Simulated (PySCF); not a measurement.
**Adding and removing an electron: LiIn**

RHF-MP2; PySCF, scalar-relativistic core potentials, basis sets Li cc-pVDZ, In cc-pVDZ-PP with ECP28. Neutral (RHF): singlet (closed shell), Re = 3.015 Å, ωe = 278 cm⁻¹, De = 0.73 eV.

LiIn⁺ (UHF): doublet (σ ↑), Re = 3.202 Å, ωe = 202 cm⁻¹, De = 1.29 eV to Li⁺ + In. The energies at the minima are -196.70851 hartree for LiIn and -196.53277 for LiIn⁺.

Work out the adiabatic ionisation energy, without and with harmonic zero-point energies (1 hartree = 27.2114 eV, 1 eV = 8065.5 cm⁻¹), and the change of the bond length.

At MP2: 0.17574 hartree = 4.782 eV between the minima; the zero-point term (202.0 − 278.0)/2 cm⁻¹ = -0.005 eV makes it 4.777 eV. Re changes by +18.7 pm against the neutral. The electron leaves a σ orbital, and the longer bond of the ion fits a bonding orbital, or a change in how ionic the bond is.

Correlated steps freeze 4 core orbitals. Correlated levels converge slowly with the basis: in double zeta they bind strong bonds too weakly, by up to about 1 eV, and carry superposition errors of some tenths. Spin–orbit coupling is left out, which matters for elements this heavy, above all for dissociation energies. For an ion De counts to the pair picked by the measured ionisation energies or electron affinities, which need not be the lowest pair at this level. Where the molecule has an RHF reference, its open-shell atoms are computed with UHF. States were picked by a PBE0 search and need not be the measured ground states.

Neutral and ion stand on different kinds of reference determinant, which adds to the error of the difference.
